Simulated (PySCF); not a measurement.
**The second ionisation energy along the 3d series**

Calculated with PySCF 2.14 from differences of total energies of unrestricted determinants, without spin-orbit coupling. Values in eV. The last column holds reference values (NIST; (s) semi-empirical, (t) theoretical, else measured). Unmarked ones compare directly (S terms, centres of terms, or small fine structure); those marked * lie between the lowest fine-structure levels and include a spin-orbit shift.

```json
{"element": "Sc (6-31G*, non-relativistic)", "configurations": "[Ar] 3d1 4s1 → [Ar] 3d1", "UHF": "12.159", "MP2 (valence)": "12.197", "SCS-MP2 (valence)": "12.172", "reference": "12.800 *"}
{"element": "Ti (6-31G*, non-relativistic)", "configurations": "[Ar] 3d2 4s1 → [Ar] 3d2", "UHF": "12.836", "MP2 (valence)": "12.914", "SCS-MP2 (valence)": "12.862", "reference": "13.575 *"}
{"element": "V (6-31G*, non-relativistic)", "configurations": "[Ar] 3d4 → [Ar] 3d3", "UHF": "n/a", "MP2 (valence)": "n/a", "SCS-MP2 (valence)": "n/a", "reference": "14.634 ± 0.007 *"}
{"element": "Cr (6-31G*, non-relativistic)", "configurations": "[Ar] 3d5 → [Ar] 3d4", "UHF": "14.321", "MP2 (valence)": "14.987", "SCS-MP2 (valence)": "14.543", "reference": "16.486 *"}
{"element": "Mn (6-31G*, non-relativistic)", "configurations": "[Ar] 3d5 4s1 → [Ar] 3d5", "UHF": "14.557", "MP2 (valence)": "14.774", "SCS-MP2 (valence)": "14.629", "reference": "15.640"}
{"element": "Co (6-31G*, non-relativistic)", "configurations": "[Ar] 3d8 → [Ar] 3d7", "UHF": "12.681", "MP2 (valence)": "14.345", "SCS-MP2 (valence)": "14.247", "reference": "17.084 *"}
{"element": "Cu (6-31G*, non-relativistic)", "configurations": "[Ar] 3d10 → [Ar] 3d9", "UHF": "15.279", "MP2 (valence)": "17.429", "SCS-MP2 (valence)": "17.178", "reference": "20.292 *"}
```

"Valence" correlates the outer s and p shells and, in groups 3 to 12 and the f block, the outer d or f shell, open or full, or the next shell where the ion has no valence electron left; the wider scheme adds the next inner shell.
